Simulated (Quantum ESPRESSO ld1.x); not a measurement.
Task: S, configuration [Ne] 3s2 3p2 4p2 (not the ground configuration). Method: non-relativistic Kohn-Sham, PBEsol, spin-unpolarised, spherical densities, point nucleus; computed with ld1.x of Quantum ESPRESSO 7.5. Some entries of the table are withheld. Estimate them.

| orbital | occ. | eigenvalue (eV) | r(max) (bohr) |
|---|---|---|---|
| 1s | 2 | -2408.93 | 0.06379 |
| 2s | 2 | (1) | (2) |
| 2p | 6 | -171.277 | 0.3263 |
| 3s | 2 | -28.7796 | (3) |
| 3p | 2 | -17.6341 | (4) |
| 4p | 2 | -2.1323 | 5.223 |

Result: 
(1) 2s eigenvalue (eV): -224.873
(2) 2s r(max) (bohr): 0.3904
(3) 3s r(max) (bohr): 1.375
(4) 3p r(max) (bohr): 1.503
